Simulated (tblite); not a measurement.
Species: C4H7Cl2FSi.
Geometry (GFN2-xTB, Å), atoms numbered from 1 in this order:
```xyz
15
C4H7Cl2FSi angstrom
F      1.5387    0.2966    1.8126
C      1.9326    0.2819    0.5060
Cl     2.6085   -1.3201    0.1539
C      0.7343    0.6092   -0.3765
Cl     1.3921    0.9268   -2.0347
C     -0.3117   -0.4485   -0.3900
C     -1.7289   -0.0307   -0.8120
Si    -1.6064   -0.5255    0.9991
H      2.7409    1.0150    0.4025
H      0.3242    1.5648   -0.0366
H      0.0407   -1.3739   -0.8300
H     -1.8406    1.0102   -1.0845
H     -2.2053   -0.6755   -1.5367
H     -2.0456   -1.8513    1.3848
H     -1.5780    0.5289    1.9930
```

Computed values, GFN2-xTB/tblite, gas phase, harmonic and unscaled. The method is semi-empirical: single wavenumbers can be off by several per cent or more. Modes of hydrogen on silicon can be 10 to 20 % off. One conformer, not necessarily the lowest.

Harmonic wavenumbers (cm⁻¹): 39.3, 69.0, 114.9, 138.6, 204.6, 232.5, 298.2, 338.2, 399.7, 425.2, 471.1, 542.7, 565.8, 676.4, 712.1, 720.8, 724.1, 745.8, 762.7, 893.8, 958.4, 1002.8, 1039.5, 1056.7, 1100.9, 1150.7, 1177.2, 1199.2, 1230.8, 1255.4, 1327.2, 1436.3, 2385.0, 2394.7, 2923.5, 2934.3, 3041.2, 3061.5, 3076.4.

A = 1371, B = 955.8, C = 687.3 MHz; mass 171.968 u (most abundant isotopes); point group C1, symmetry number 1.

Problem. Zero-point energy?

Solution. ½Σν̃ = 21414 cm⁻¹ = 61.23 kcal/mol.

Problem. Entropy at 298.15 K, 1 bar (ideal gas, RRHO, classical rotation)?

Solution. Translation 41.36, rotation 30.26, vibration 28.22: S = 99.8 cal/(mol K).

Problem. And Cp and H(298.15 K) − H(0)?

Solution. Cp = 37.33 cal/(mol K), of which vibrations give 29.38 (their classical limit is 39 R = 77.5); H(298.15 K) − H(0) = 6.79 kcal/mol without the zero-point energy, 4.42 from vibrations.

Problem. Which modes carry the vibrational entropy at 298.15 K?

Solution. 39.3 cm⁻¹: 5.29; 69.0 cm⁻¹: 4.18; 114.9 cm⁻¹: 3.18; 138.6 cm⁻¹: 2.82; 204.6 cm⁻¹: 2.09; 232.5 cm⁻¹: 1.86 cal/(mol K); the other 33 give 8.79 together.

Problem. Blend soft modes into free rotors: weight 1/[1 + (100 cm⁻¹/ν̃)⁴] for the oscillator and the rest for a rotor with moment μB/(μ + B), μ = h/(8π²ν), B = 10⁻⁴⁴ kg m². What vibrational entropy results?

Solution. 25.75 cal/(mol K) in place of 28.22, which changes −T·S at 298.15 K by +0.74 kcal/mol.

Problem. How do the functions run with temperature in this model?

Solution. 
```tsv
T (K)	S (cal/(mol K))	Cp (cal/(mol K))	H − H(0) (kcal/mol)	G − H(0) (kcal/mol)	ln q(vib)
50	60.8	13.0	0.51	-2.53	0.60
100	71.4	18.1	1.28	-5.85	1.78
373.15	108.9	43.6	9.83	-30.81	8.61
500	122.9	52.0	15.93	-45.53	11.71
750	146.2	62.6	30.37	-79.27	17.46
1000	165.1	69.0	46.88	-118.26	22.63
```

q(vib) and H(0) count from the zero-point level.

Problem. What must be added to the electronic energy to get the Gibbs energy at 298.15 K and 1 bar?

Solution. ZPE + [H(298.15 K) − H(0)] − T·S = 61.23 + 6.79 − 29.77 = 38.25 kcal/mol.

Hindered rotation and anharmonicity are outside this model. Other conformers, if any are populated, would add a mixing term that is left out. The structure is chiral; the term R ln 2 for an equal mix with its mirror image is left out.

The run took 1.2 s wall on one thread of an Arm Neoverse N1, no GPU, shared host. This covers the Hessian and the dipole derivatives.
